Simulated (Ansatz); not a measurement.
H₂Te, triplet, at the geometry of the source list (a higher spin typed on purpose: for a closed-shell molecule this is an excited state) (core potentials on Te). Base run: HF/def2-TZVP in Ansatz (a quantum-chemistry and plane-wave program).

Input for Ansatz:
Ansatz 0.2 input:
```yaml
crystal:
  periodic: [false, false, false]
  atoms:
    - {symbol: Te, position_ang: [-0.00170000, 0.78910000, 0.00000000]}
    - {symbol: H, position_ang: [-1.13910000, -0.39800000, 0.00000000]}
    - {symbol: H, position_ang: [1.14080000, -0.39100000, 0.00000000]}
basis:
  gaussian:
    orbitals: def2-TZVP
hamiltonian:
  xc: hf
magnetization: {spin_polarized: true, initial_magnetization: 2}
```

Each row names what was changed in the base input (with any setting that the change needs).

```
change                                       ΔE vs base (mEh)
-------------------------------------------  ----------------
base                                                    0.000
occupation = up:A':10 A'':4 down:A':9 A'':3             0.000
symmetry_tolerance_ang = 0.01                           0.000
occupation = up:A':11 A'':3 down:A':9 A'':3             249.1
occupation = up:A':9 A'':5 down:A':9 A'':3              187.9
```
